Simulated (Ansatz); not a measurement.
The cluster Zn₂Te, 3 atoms. Hardware: 4 threads of Arm Neoverse V1 on a shared host.

In the def2 sets Te takes a core potential; there is no spin–orbit coupling. Correlated methods freeze 22 core orbitals; core or outer-core shells of Te are correlated, in sets that lack core-valence functions.

Q: How many basis functions does each of these Ansatz runs have, and roughly what does it cost? B97M-V/def2-TZVP, charge 0 triplet, energy, from earlier orbitals; RPA@PBE/def2-TZVP, charge 0 triplet, energy, from earlier orbitals; PBE0-D4/def2-TZVPD, charge -1 doublet at the geometry of the charge 0 singlet, energy, from earlier orbitals; PBE0-D4/def2-SVP, charge 0 unrestricted singlet, energy with a search over starts; PBE-D4/def2-TZVP, charge 0 singlet, relaxation, 2 steps; PBE0-D4/def2-TZVP, charge 0 quintet, energy, from earlier orbitals; r2SCAN-D4/def2-TZVP, charge 0 quintet, energy, from earlier orbitals; PBE-D4/def2-TZVPD, charge -1 doublet at the geometry of the charge 0 singlet, energy, from earlier orbitals; LDA (SPW92)/def2-TZVP, charge 0 quintet, energy, from earlier orbitals; PBE0-D4/def2-SVP, charge -1 doublet at the geometry of the charge 0 singlet, energy with a search over starts; PBE-D4/def2-TZVPD, charge 0 singlet, energy, from earlier orbitals; PBE-D4/def2-SVP, charge 0 singlet, energy, from earlier orbitals.

A: Other jobs shared the machine, so times can vary by a factor of up to 3. A dash marks memory too small to be measured apart from the calling script's.

```csv
run,functions,fitting or Cholesky vectors,wall time,peak host memory (GiB)
"PBE-D4/def2-SVP, charge 0 singlet, energy, from earlier orbitals",88,1036,0.75 s,–
"LDA (SPW92)/def2-TZVP, charge 0 quintet, energy, from earlier orbitals",146,1306,1.6 s,–
"PBE-D4/def2-TZVPD, charge 0 singlet, energy, from earlier orbitals",161,1377,2.2 s,–
"PBE-D4/def2-TZVP, charge 0 singlet, relaxation, 2 steps",146,1306,2.2 s,–
"PBE0-D4/def2-SVP, charge -1 doublet at the geometry of the charge 0 singlet, energy with a search over starts",88,929,2.4 s,–
"PBE-D4/def2-TZVPD, charge -1 doublet at the geometry of the charge 0 singlet, energy, from earlier orbitals",161,1377,3.1 s,–
"PBE0-D4/def2-SVP, charge 0 unrestricted singlet, energy with a search over starts",88,929,5 s,–
"RPA@PBE/def2-TZVP, charge 0 triplet, energy, from earlier orbitals",146,1298,5.5 s,–
"PBE0-D4/def2-TZVP, charge 0 quintet, energy, from earlier orbitals",146,1298,5.5 s,0.55
"PBE0-D4/def2-TZVPD, charge -1 doublet at the geometry of the charge 0 singlet, energy, from earlier orbitals",161,1374,6.5 s,0.61
"r2SCAN-D4/def2-TZVP, charge 0 quintet, energy, from earlier orbitals",146,1306,7.5 s,–
"B97M-V/def2-TZVP, charge 0 triplet, energy, from earlier orbitals",146,1306,11 s,–
```
